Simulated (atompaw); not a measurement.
## Building the PAW (atompaw) potential for titanium (PBEsol, scalar-relativistic).

titanium, PAW, made with atompaw 4.2.0.5 (PBEsol, scalar-relativistic). Core [Ne], reference 3s2 3p6 3d2 4s2 4p0. Waves: 3s (bound): rc 1.80 bohr; 4s (bound): rc 2.10 bohr; 3p (bound): rc 1.80 bohr; 4p (bound, empty): rc 2.10 bohr; 3d (bound): rc 1.65 bohr; 3d channel at 4.2 Ry: rc 2.10 bohr. Local part: troulliermartins scheme with l = 3 at 0.5 Ry, radius 1.80 bohr. Core correction: smooth core density matched at 2.05 bohr. Augmentation charge: sinc compensation charge, radius 2.10 bohr; PAW radius 2.10 bohr; waves and projectors: custom rrkj gramschmidtortho.

All-electron outer shells of the reference configuration (PBEsol, scalar-relativistic, ld1.x):

```json
{"shell": "2s", "level (eV)": "-536.23", "outermost node (bohr)": "0.09", "outermost maximum (bohr)": "0.27"}
{"shell": "2p", "level (eV)": "-443.92", "outermost node (bohr)": "–", "outermost maximum (bohr)": "0.22"}
{"shell": "3s", "level (eV)": "-62.45", "outermost node (bohr)": "0.40", "outermost maximum (bohr)": "0.87"}
{"shell": "3p", "level (eV)": "-38.77", "outermost node (bohr)": "0.37", "outermost maximum (bohr)": "0.90"}
{"shell": "4s", "level (eV)": "-4.48", "outermost node (bohr)": "1.24", "outermost maximum (bohr)": "2.92"}
{"shell": "3d", "level (eV)": "-4.27", "outermost node (bohr)": "–", "outermost maximum (bohr)": "0.98"}
{"shell": "4p", "level (eV)": "-1.45", "outermost node (bohr)": "1.39", "outermost maximum (bohr)": "3.80"}
```

Task: Does the generator finish with these settings?

Result: No. atompaw 4.2.0.5 stopped with "atompaw: The overlap operator has at least one negative eigenvalue!": the overlap operator built from these waves and projectors is not positive definite.
